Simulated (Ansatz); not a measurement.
Name a neutral molecule of Au, F, N, P, Si and H with HOMO energy (PBE/def2-TZVPP) between -5.80 and -5.50 eV and HOMO–LUMO gap (PBE0/def2-TZVPP) between 5.15 and 5.45 eV (Ansatz, PBE0-D4/def2-TZVP geometry).

`F[P+](F)(F)[Au-][N]([SiH3])[SiH3]` (-5.74 eV, 5.21 eV). Other molecules can fit too; these were computed, each in one conformer that needn't be the lowest.
